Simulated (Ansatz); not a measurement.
A nudged elastic band was laid between two geometries of Cl$_{2}$GeH$_{2}$ (5 atoms, charge 0, multiplicity 1).

Level of theory: RKS BLYP/def2-SVP in Ansatz 0.2.0.

```
movable images  : 5
climbing image  : yes
spring          : 5.0 eV/Å²
optimiser       : quadratic models (default)
start path      : through a guess of the saddle point
force threshold : 0.03 eV/Å
iteration limit : 60
end points      : relaxed
```

Initial state:

```xyz
5
Properties=species:S:1:pos:R:3
Ge 0.271 0.000 0.191
H 0.193 0.000 1.737
H 1.702 0.000 -0.397
Cl -0.761 1.789 -0.538
Cl -0.761 -1.789 -0.538
```

Final state:

```xyz
5
Properties=species:S:1:pos:R:3
Ge -1.052 0.000 -0.747
H 2.830 0.000 2.473
H 3.270 0.000 1.846
Cl -2.202 1.739 -1.557
Cl -2.202 -1.739 -1.557
```

Q: What changes between the two ends?

A: Bonds broken: Ge1–H2, Ge1–H3. Bonds formed: H2–H3. Cl2GeH2 becomes Cl2Ge + H2.

Q: Give the energies along the band, and the barrier.

A: The run converged. The highest image is number 2 of 0 to 6, 60.0 kcal/mol above the first end and 55.2 kcal/mol above the last; the last end lies 4.8 kcal/mol above the first. Beside the main top the profile has a ripple of under 15 meV (maxima at images 2, 5), which may be a very shallow well or noise. Neighbouring images differ by up to 2.4 eV, so the band resolves the path poorly. A vibrational analysis at the climbing image gives one clearly imaginary mode, 1344i cm⁻¹: a first-order saddle point. The orbitals stay closed-shell, which can raise the energy where a bond breaks towards radicals; this wasn't checked here.

```tsv
image	path coordinate (Å)	energy (kcal/mol)	Ge1–H2 (Å)	Ge1–H3 (Å)	H2–H3 (Å)
0	0.00	0.0	1.55	1.55	2.61
1	0.62	19.3	1.53	1.54	2.01
2	1.24	60.0	1.56	1.81	1.42
3	2.51	5.4	2.88	2.93	0.77
4	3.78	4.7	3.42	3.92	0.77
5	5.05	4.9	3.78	4.07	0.77
6	6.32	4.8	5.04	5.04	0.77
```

Q: What is the geometry of the highest image?

A: 
```xyz
5
Properties=species:S:1:pos:R:3
Ge -0.317 0.000 0.446
H 0.916 0.000 1.395
H 1.453 0.000 0.084
Cl -0.704 1.817 -0.734
Cl -0.704 -1.817 -0.734
```

The band took 23 iterations and of the order of 2.3 core-minutes.

The run took 2.3 min on 1 thread of Intel(R) Xeon(R) Platinum 8488C (Sapphire Rapids), with other jobs on the host, peak memory 0.18 GiB.
